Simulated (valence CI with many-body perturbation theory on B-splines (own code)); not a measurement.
Results of a calculation; reference values are marked as such.
## Ladder of approximations for Pr19+

Level of theory: valence CI with perturbative core correlation (CI+MBPT): four valence electrons over a frozen Dirac-Fock core [Kr], a basis of 9 s, 9 p, 10 d, 8 f, 5 g, 3 h, 1 i functions for each j, with the one-electron correlation potential Σ1, the two-electron term Σ2, the three-electron term Σ3, Breit, model QED; selected CI, second order for the rest (own B-spline code, finite nucleus).

No measured levels were compared; by estimate terms of the open shell hold to 2 to 4 % of their energy, and close levels can change places. Only levels of the ground parity were solved; by the run's estimate the other parity begins above the list, which can be wrong where configurations are misplaced.

Each rung adds one term. CI alone is the Dirac-Coulomb CI over the frozen core; QED comes last and gives the full result, which names the levels. Energies are above (4d3/2^4) J=0 on the same rung, in cm⁻¹.

Levels are named by their leading jj configuration (3d3/2^4 stands for four electrons in 3d with j = 3/2), which in mixed levels can hold well under half, so a name can repeat and another be missing. Letters in brackets count levels of one name in rising energy.

| Level | CI alone |
| --- | --- |
| (4d3/2^3 4d5/2) J=1 | 19928 |
| (4d3/2^2 4d5/2^2) J=2 [a] | 34358 |
| (4d3/2^3 4d5/2) J=3 | 43752 |
| (4d3/2^3 4d5/2) J=4 | 46968 |
| (4d3/2^2 4d5/2^2) J=0 [a] | 63792 |
| (4d3/2^2 4d5/2^2) J=4 [a] | 69655 |
| (4d3/2^2 4d5/2^2) J=3 [a] | 78757 |
| (4d3/2^2 4d5/2^2) J=2 [b] | 79518 |
| (4d3/2^2 4d5/2^2) J=5 | 85816 |
| (4d3/2^2 4d5/2^2) J=1 | 85016 |
| (4d3/2^2 4d5/2^2) J=6 | 92911 |
| (4d3/2^2 4d5/2^2) J=4 [b] | 99639 |
| (4d3/2^2 4d5/2^2) J=2 [c] | 100585 |
| (4d3/2^2 4d5/2^2) J=3 [b] | 104016 |
| (4d3/2 4d5/2^3) J=4 [a] | 108277 |
| (4d3/2 4d5/2^3) J=3 [a] | 117309 |

What do these energies become with core correlation, Breit and QED?

(4d3/2^3 4d5/2) J=1 19972 (+45); (4d3/2^2 4d5/2^2) J=2 [a] 33938 (-419); (4d3/2^3 4d5/2) J=3 42720 (-1032); (4d3/2^3 4d5/2) J=4 44766 (-2202); (4d3/2^2 4d5/2^2) J=0 [a] 63550 (-242); (4d3/2^2 4d5/2^2) J=4 [a] 66390 (-3265); (4d3/2^2 4d5/2^2) J=3 [a] 74798 (-3959); (4d3/2^2 4d5/2^2) J=2 [b] 76940 (-2578); (4d3/2^2 4d5/2^2) J=5 80629 (-5187); (4d3/2^2 4d5/2^2) J=1 83794 (-1222); (4d3/2^2 4d5/2^2) J=6 86820 (-6091); (4d3/2^2 4d5/2^2) J=4 [b] 94180 (-5459); (4d3/2^2 4d5/2^2) J=2 [c] 96623 (-3962); (4d3/2^2 4d5/2^2) J=3 [b] 98449 (-5567); (4d3/2 4d5/2^3) J=4 [a] 104924 (-3354); (4d3/2 4d5/2^3) J=3 [a] 113945 (-3363).

How does the ionisation energy move along the ladder, and which term matters most?

CI alone 551.30, + Σ1 553.62, + Σ2 555.61, + Σ3 555.68, + Breit 555.46, + QED 555.50 eV. The largest step is Σ1, 2.33 eV. NIST lists 554 ± 4 eV (theoretical).
